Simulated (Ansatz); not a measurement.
`C#CCCCCCCC` from Hartree–Fock to CCSD(T)

| atom | x (Å) | y (Å) | z (Å) |
| --- | --- | --- | --- |
| C1 | 0.605 | 3.356 | 3.108 |
| C2 | -0.017 | 2.593 | 2.421 |
| C3 | -0.755 | 1.645 | 1.604 |
| C4 | -0.414 | 0.191 | 1.934 |
| C5 | -1.241 | -0.813 | 1.142 |
| C6 | -1.102 | -0.727 | -0.374 |
| C7 | 0.315 | -0.926 | -0.887 |
| C8 | 0.405 | -0.933 | -2.404 |
| C9 | 1.821 | -1.126 | -2.915 |
| H10 | 1.154 | 4.037 | 3.714 |
| H11 | -0.547 | 1.853 | 0.550 |
| H12 | -1.830 | 1.811 | 1.743 |
| H13 | -0.576 | 0.029 | 3.003 |
| H14 | 0.654 | 0.031 | 1.762 |
| H15 | -0.960 | -1.822 | 1.466 |
| H16 | -2.298 | -0.693 | 1.409 |
| H17 | -1.752 | -1.486 | -0.825 |
| H18 | -1.484 | 0.235 | -0.733 |
| H19 | 0.714 | -1.871 | -0.495 |
| H20 | 0.972 | -0.140 | -0.496 |
| H21 | -0.002 | 0.009 | -2.791 |
| H22 | -0.242 | -1.725 | -2.799 |
| H23 | 2.239 | -2.075 | -2.568 |
| H24 | 1.859 | -1.127 | -4.007 |
| H25 | 2.480 | -0.328 | -2.561 |

Total charge 0; spin multiplicity 1. The geometry is a stationary point of PBE0-D4/def2-TZVP. It is one conformer, not always the lowest. Frozen core, restricted reference, Ansatz. CBS rows extrapolate triple and quadruple zeta; past MP2 they add the triple-zeta difference.

```json
{"basis": "def2-TZVPP", "HF (Eh)": "-350.20058", "MP2 corr.": "-1.52599"}
{"basis": "def2-QZVPP", "HF (Eh)": "-350.21650", "MP2 corr.": "-1.62089"}
```

Q: Estimate the CCSD correlation energy and the (T) correction in each basis where they were run (hartree).

A: 
```csv
basis,CCSD corr.,(T)
def2-TZVPP,-1.60827,-0.06889
CBS(def2),-1.77347,as TZ
```
